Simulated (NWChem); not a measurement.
**Basis-set dependence for arsine (H3As)**

```
As
H 1 1.5406
H 1 1.5406 2 91.12
H 1 1.5406 2 91.12 3 -91.15
```
Charge 0, spin multiplicity 1.

Everything below was run with NWChem. All single points use one geometry, from PBE/def2-SVP, a minimum by its harmonic frequencies.

Hartree-Fock energies in Ha, correlation energies in mHa.

The Hamiltonian is non-relativistic. The correlated methods keep 9 core orbitals frozen. No row is a measurement; the coupled-cluster row has its own basis-set and correlation limits.

```
basis      functions          RHF     MP2  SCS-MP2     CCSD  CCSD+T(CCSD)  CCSD(T)  CR-CCSD[T]  CR-CCSD(T)
---------  ---------  -----------  ------  -------  -------  ------------  -------  ----------  ----------
3-21G             28  -2225.12746   -62.6    -70.4    -85.1         -85.9    -85.8       -85.8       -85.8
def2-SVP          47  -2235.64982  -250.5   -242.8   -268.1        -275.1   -274.6      -274.0      -273.6
def2-TZVP         66  -2235.92950  -276.6   -268.7   -296.2        -306.2   -305.5      -304.5      -303.9
def2-QZVP        165  -2235.97561  -352.7   -341.3  not run       not run  not run     not run     not run
```

From def2-TZVP to def2-QZVP the Hartree-Fock energy moves by -46.1 mHa and the MP2 correlation energy by -76.1 mHa, which is 22 % of its value in the larger set.
